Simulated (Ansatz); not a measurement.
Ideal-gas functions of AlBrFHO, SMILES `[OH][Al]([F])[Br]` at 500 K and 1 bar, from an Ansatz frequency run at PBE0-D4/def2-TZVP.

Molar mass 142.89 g/mol, point group Cs (symmetry number 1), electronic degeneracy 1, moments of inertia 75.813, 269.753, 345.566 u Å². Harmonic wavenumbers (cm⁻¹, unscaled): 160, 208, 251, 353, 401, 634, 813, 962, 3963.

Use S(trans) = R[1.5 ln M + 2.5 ln T − 1.1517]; rotational temperatures θ = 24.2544 K / I; S(rot) = R[ln(√π/σ · √(T³/θAθBθC)) + 1.5]; for each mode x = 1.438777 ν̃/T, S = R[x/(eˣ − 1) − ln(1 − e⁻ˣ)] and H = RT x/(eˣ − 1); 1 cm⁻¹ = 0.0119627 kJ/mol; R = 8.31446 J/(mol·K).

Q: By hand: the entropy, in J/(mol·K).

A: Translation 181.5. Rotation: θ = 0.3199, 0.0899, 0.0702 K, giving 120.5. Vibration, mode by mode: 14.84, 12.71, 11.20, 8.53, 7.57, 4.38, 2.92, 2.08, 0.00, in all 64.2. Electronic 0.0. Sum 366.2 J/(mol·K).

Q: By hand: H − E and G − E in kJ/mol, counted from the electronic energy.

A: Zero-point energy ½ × 7745 × 0.0119627 = 46.3; thermal vibration 17.0; translation, rotation and pV give 4 RT = 16.6. H − E = 79.9 kJ/mol, and G − E = 79.9 − 500 × 366.2/1000 = -103.2 kJ/mol.

Vibration gives 18 % of the entropy. The sum counts one conformer and one mirror image; others add a mixing term.
